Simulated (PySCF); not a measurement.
**TDDFT excited states: C4H8Si**

Compound: C₄H₈Si.
Numbering: `[CH:1]1=[CH:2][CH2:3][SiH2:4][CH2:5]1` (hydrogens: H6 on C1; H7 on C2; H8, H9 on C3; H10, H11 on Si4; H12, H13 on C5)

Geometry (GFN2-xTB, Å), atoms numbered from 1 in this order:
```xyz
13
C4H8Si angstrom
C     -0.8028   -1.1263    0.0870
C      0.5041   -1.2722    0.2158
C      1.3845   -0.0606    0.1230
Si     0.1715    1.3815   -0.1792
C     -1.3623    0.2461   -0.1481
H     -1.4898   -1.9593    0.1438
H      0.9680   -2.2339    0.3863
H      1.9649    0.0468    1.0412
H      2.1122   -0.1906   -0.6801
H      0.1749    2.3708    0.9031
H      0.3731    2.0392   -1.4737
H     -1.9314    0.2609   -1.0797
H     -2.0713    0.4980    0.6429
```

Method: TDDFT wB97X-D/def2-SVPD, vertical, gas phase, core orbitals frozen in the response (PySCF 2.14.0, density-fitted response routines).

Question: Predict the UV-vis stick spectrum at this level.

Answer: 

| state | λ (nm) | E (eV) | f | \|μ\| (D) | symmetry | main configurations (H = HOMO, L = LUMO) |
| --- | --- | --- | --- | --- | --- | --- |
| S1 | 181.4 | 6.83 | 0.0099 | 0.62 | B1 or B2 | H→L (86%), H→L+3 (10%) |
| S2 | 171.2 | 7.24 | 0.186 | 2.60 | B1 or B2 | H→L+2 (91%) |
| S3 | 168.4 | 7.36 | 0.0001 | 0.06 | – | H→L+1 (95%) |
| S4 | 161.3 | 7.68 | 0.0006 | 0.14 | – | H-1→L+2 (96%) |
| S5 | 155.6 | 7.97 | 0.0042 | 0.37 | B1 or B2 | H→L+4 (89%) |
| S6 | 153.9 | 8.06 | 0.016 | 0.72 | B1 or B2 | H-1→L (81%), H-1→L+3 (8%) |
| S7 | 153.6 | 8.07 | 0.0032 | 0.32 | A1 | H→L+6 (95%) |
| S8 | 150.1 | 8.26 | 0.0000 | 0.00 | – | H→L+5 (96%) |

Triplets, Tamm–Dancoff:

```json
{"state": "T1", "E (eV)": "4.59", "λ (nm)": "270.1", "main configurations (H = HOMO, L = LUMO)": "H→L+2 (94%)"}
{"state": "T2", "E (eV)": "6.84", "λ (nm)": "181.3", "main configurations (H = HOMO, L = LUMO)": "H→L (86%), H→L+3 (10%)"}
{"state": "T3", "E (eV)": "7.31", "λ (nm)": "169.6", "main configurations (H = HOMO, L = LUMO)": "H→L+1 (94%)"}
```

The lowest singlet comes at 181 nm (659 kJ/mol) in the vacuum ultraviolet; it is weak; its leading configuration is HOMO→LUMO (86%). The most intense listed level is S2 at 7.24 eV (171 nm, f = 0.186), 0.41 eV above S1. Löwdin shares by element: HOMO carbon 82% (atoms not listed hold the other 18%); LUMO silicon 36%, carbon 24% or more (atoms not listed hold the other 40%). The listed states span 1.43 eV, and the widest gap between neighbours is 0.41 eV (S1 to S2). Orbital energies (eV): HOMO-3 -11.38, HOMO-2 -10.82, HOMO-1 -10.18, HOMO -8.89, LUMO 2.18, LUMO+1 2.40, LUMO+2 2.47. Weighted by f, the mean energy of these states is 7.31 eV. Symmetry labels in C2v follow from the direction of the transition dipole and are given only for states with f of 0.002 or more; B1 and B2 swap with the choice of axes. Only the lowest 8 singlets were computed, as vertical energies without vibronic structure.

On an x86-64 server with one thread, no GPU (shared host), this took 16 s of wall time.
